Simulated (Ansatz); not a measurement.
Reaction (SMILES): C=[SiH2] (CH2-SiH2) → C atom + 4 H atom + Si atom
B3LYP-D3(BJ)/def2-TZVP geometries, fixed; electronic energies without zero-point terms.

Basis-set convergence of the atomisation energy at MP2 with Ansatz (a first-principles code). Cartesian d functions, on some or all atoms, in 6-31G*, 6-31+G*, 6-311G**, 6-311+G**; all else is spherical. Cores are frozen. A restricted Hartree-Fock determinant is unstable towards unrestricted orbitals. Open shells are unrestricted. No added dispersion term, no relativity. Functions are those of the species that has most. Reference: Hartree-Fock in aug-cc-pV(Q+d)Z plus the correlation part extrapolated as X^-3 from aug-cc-pV(T+d)Z and aug-cc-pV(Q+d)Z, 461.39 kcal/mol, itself unsure by roughly 1.63 kcal/mol (a third of the extrapolation step and of the last Hartree-Fock step). Deviations are taken from unrounded values.

```json
[
 {"basis": "6-31G*", "functions": "42", "atomisation energy (kcal/mol)": "409.45"},
 {"basis": "6-31+G*", "functions": "50", "atomisation energy (kcal/mol)": "409.91"},
 {"basis": "def2-SVP", "functions": "52", "atomisation energy (kcal/mol)": "432.88"},
 {"basis": "def2-SVPD", "functions": "76", "atomisation energy (kcal/mol)": "437.27"},
 {"basis": "pcseg-1", "functions": "52", "atomisation energy (kcal/mol)": "429.43"},
 {"basis": "aug-pcseg-1", "functions": "86", "atomisation energy (kcal/mol)": "433.92"},
 {"basis": "cc-pV(D+d)Z", "functions": "57", "atomisation energy (kcal/mol)": "425.03"},
 {"basis": "aug-cc-pV(D+d)Z", "functions": "91", "atomisation energy (kcal/mol)": "430.08"},
 {"basis": "6-311G**", "functions": "69", "atomisation energy (kcal/mol)": "432.82"},
 {"basis": "6-311+G**", "functions": "77", "atomisation energy (kcal/mol)": "433.23"},
 {"basis": "def2-TZVP", "functions": "92", "atomisation energy (kcal/mol)": "442.15"},
 {"basis": "def2-TZVPD", "functions": "116", "atomisation energy (kcal/mol)": "443.26"},
 {"basis": "pcseg-2", "functions": "120", "atomisation energy (kcal/mol)": "451.76"},
 {"basis": "aug-pcseg-2", "functions": "188", "atomisation energy (kcal/mol)": "452.91"},
 {"basis": "cc-pV(T+d)Z", "functions": "125", "atomisation energy (kcal/mol)": "448.73"},
 {"basis": "aug-cc-pV(T+d)Z", "functions": "193", "atomisation energy (kcal/mol)": "451.27"},
 {"basis": "def2-TZVPP", "functions": "129", "atomisation energy (kcal/mol)": "449.88"},
 {"basis": "def2-TZVPPD", "functions": "153", "atomisation energy (kcal/mol)": "450.48"},
 {"basis": "cc-pV(Q+d)Z", "functions": "239", "atomisation energy (kcal/mol)": "456.44"},
 {"basis": "aug-cc-pV(Q+d)Z", "functions": "353", "atomisation energy (kcal/mol)": "457.58"},
 {"basis": "def2-QZVPP", "functions": "247", "atomisation energy (kcal/mol)": "456.52"},
 {"basis": "def2-QZVPPD", "functions": "271", "atomisation energy (kcal/mol)": "456.66"},
 {"basis": "pcseg-3", "functions": "256", "atomisation energy (kcal/mol)": "457.02"},
 {"basis": "aug-pcseg-3", "functions": "370", "atomisation energy (kcal/mol)": "457.43"}
]
```

What the diffuse functions change, pair by pair:
- 6-31G* to 6-31+G*: 8 more functions, deviation -51.94 to -51.48 kcal/mol
- def2-SVP to def2-SVPD: 24 more functions, deviation -28.52 to -24.12 kcal/mol
- pcseg-1 to aug-pcseg-1: 34 more functions, deviation -31.97 to -27.47 kcal/mol
- cc-pV(D+d)Z to aug-cc-pV(D+d)Z: 34 more functions, deviation -36.37 to -31.32 kcal/mol
- 6-311G** to 6-311+G**: 8 more functions, deviation -28.57 to -28.16 kcal/mol
- def2-TZVP to def2-TZVPD: 24 more functions, deviation -19.25 to -18.13 kcal/mol
- pcseg-2 to aug-pcseg-2: 68 more functions, deviation -9.64 to -8.49 kcal/mol
- cc-pV(T+d)Z to aug-cc-pV(T+d)Z: 68 more functions, deviation -12.66 to -10.12 kcal/mol
- def2-TZVPP to def2-TZVPPD: 24 more functions, deviation -11.52 to -10.91 kcal/mol
- cc-pV(Q+d)Z to aug-cc-pV(Q+d)Z: 114 more functions, deviation -4.96 to -3.82 kcal/mol
- def2-QZVPP to def2-QZVPPD: 24 more functions, deviation -4.87 to -4.74 kcal/mol
- pcseg-3 to aug-pcseg-3: 114 more functions, deviation -4.37 to -3.96 kcal/mol

Leaving out the reference's own pair, they bring the value nearer the reference by more than 1.63 kcal/mol in 4 of 11 pairs.
